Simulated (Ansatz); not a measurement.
Program: Ansatz. Geometries: PBE0-D4/def2-TZVP. ΔE: electronic, gas phase. CBS: MP2 limit from def2 TZ/QZ plus the TZ coupled-cluster correction, frozen cores. Functionals use def2-TZVPP. B3LYP here is the variant with VWN-RPA as its local correlation; programs differ in this. For Ge outer-core shells are correlated without core-valence functions, which leaves a few kJ/mol of doubt a bond. Scalar relativity is left out up to krypton. One conformer a species, not always the lowest.

Reaction (redistribution): `[F][GeH]` + `[OH][AlH][CH2]O[SiH3]` → `[F][Ge][O][SiH3]` + `[CH3][AlH][OH]`

| level | ΔE (eV) | difference from CCSD(T)/CBS |
| --- | --- | --- |
| B3LYP-D4 | -2.64 | 0.04 |
| ωB97X-V | -2.60 | 0.08 |
| B2PLYP | -2.73 | -0.05 |
| HF/def2-TZVPP | -2.72 | -0.04 |
| MP2/def2-TZVPP | -2.80 | -0.12 |
| SCS-MP2/def2-TZVPP | -2.74 | -0.06 |
| CCSD(T)/def2-TZVPP | -2.65 | 0.03 |
| HF/CBS(def2) | -2.72 | -0.04 |
| MP2/CBS(def2) | -2.83 | -0.15 |
| CCSD/CBS(def2) | -2.69 | -0.01 |
| CCSD(T)/CBS | -2.68 | 0 |

Largest T1 diagnostic among the species: 0.015.

The D4 term adds +0.04 eV with B3LYP and +0.02 eV with PBE0; it sums over pairs of atoms, weighted by their polarisabilities, and B3LYP, whose exchange is more repulsive, gets the larger term.
